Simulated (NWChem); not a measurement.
# C2H5NOSi; SMILES C1=NC[SiH2]O1

```xyz
10

C      0.7930     1.1612     0.0000
N     -0.4387     1.4748     0.0000
C     -1.3226     0.2858     0.0000
Si    -0.0950    -1.1772     0.0000
O      1.2600    -0.1271     0.0000
H      1.5848     1.9066     0.0000
H     -1.9768     0.3251     0.8787
H     -1.9768     0.3251    -0.8787
H     -0.0662    -2.0327    -1.2129
H     -0.0662    -2.0327     1.2129
```
Atoms are numbered in this order, from 1.

Program: NWChem. Medium grid unless said otherwise, to which SCAN and Minnesota functionals are sensitive. The geometry was optimised at B3LYP/6-31G* (spherical d).

### Question
What does the run give for M06-2X/def2-TZVP? Quantities: highest occupied level (eV); orbital gap (eV); dipole (D).

### Answer
| Item | Value |
|---|---|
| highest occupied level (eV) | -8.90 |
| orbital gap (eV) | 9.53 |
| dipole (D) | 1.67 |
